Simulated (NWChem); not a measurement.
# CH6OSi2, singlet; SMILES CO[Si][SiH3]

```xyz
10

Si     0.8526    -0.1624     0.5801
O     -0.3864    -1.0626    -0.1006
C     -0.4162    -2.4672    -0.1605
H     -1.3100    -2.8390     0.3651
H     -0.4795    -2.7894    -1.2119
H      0.4814    -2.9225     0.2979
Si    -0.2573     1.9300     0.0612
H      0.5227     3.1292     0.5103
H     -1.6012     1.9835     0.7263
H     -0.4701     2.0512    -1.4191
```
Atoms are numbered in this order, from 1.

Level: PBE0/def2-SVP (NWChem), optimised geometry, unscaled harmonic frequencies. Low-valent species are run as closed-shell singlets; no triplet was tried in these runs.

### Question
List the harmonic frequencies with IR intensities, and the thermochemistry.

### Answer
```json
[
 {"frequency (cm⁻¹)": "60", "IR intensity (km/mol)": "0.1"},
 {"frequency (cm⁻¹)": "118", "IR intensity (km/mol)": "0.0"},
 {"frequency (cm⁻¹)": "141", "IR intensity (km/mol)": "0.0"},
 {"frequency (cm⁻¹)": "169", "IR intensity (km/mol)": "1.7"},
 {"frequency (cm⁻¹)": "265", "IR intensity (km/mol)": "6.4"},
 {"frequency (cm⁻¹)": "383", "IR intensity (km/mol)": "29.9"},
 {"frequency (cm⁻¹)": "405", "IR intensity (km/mol)": "24.3"},
 {"frequency (cm⁻¹)": "497", "IR intensity (km/mol)": "33.8"},
 {"frequency (cm⁻¹)": "760", "IR intensity (km/mol)": "54.2"},
 {"frequency (cm⁻¹)": "848", "IR intensity (km/mol)": "240.7"},
 {"frequency (cm⁻¹)": "923", "IR intensity (km/mol)": "40.2"},
 {"frequency (cm⁻¹)": "936", "IR intensity (km/mol)": "32.1"},
 {"frequency (cm⁻¹)": "1148", "IR intensity (km/mol)": "203.3"},
 {"frequency (cm⁻¹)": "1177", "IR intensity (km/mol)": "0.7"},
 {"frequency (cm⁻¹)": "1205", "IR intensity (km/mol)": "71.2"},
 {"frequency (cm⁻¹)": "1462", "IR intensity (km/mol)": "9.6"},
 {"frequency (cm⁻¹)": "1463", "IR intensity (km/mol)": "2.8"},
 {"frequency (cm⁻¹)": "1475", "IR intensity (km/mol)": "11.6"},
 {"frequency (cm⁻¹)": "2192", "IR intensity (km/mol)": "69.2"},
 {"frequency (cm⁻¹)": "2205", "IR intensity (km/mol)": "95.5"},
 {"frequency (cm⁻¹)": "2210", "IR intensity (km/mol)": "117.4"},
 {"frequency (cm⁻¹)": "3020", "IR intensity (km/mol)": "68.5"},
 {"frequency (cm⁻¹)": "3120", "IR intensity (km/mol)": "18.5"},
 {"frequency (cm⁻¹)": "3144", "IR intensity (km/mol)": "16.1"}
]
```

| Quantity | Value |
|---|---|
| zero-point energy | 41.9 kcal/mol |
| thermal correction to the enthalpy at 298.15 K (with zero-point energy) | 47.1 kcal/mol |
| heat capacity Cv | 22.8 cal/(mol K) |
| entropy at 298.15 K and 1 atm (symmetry number 1) | 83.7 cal/(mol K) |
| dipole moment | 1.96 D |

Rigid rotor and harmonic oscillator; modes under 100 cm⁻¹ make the entropy uncertain.
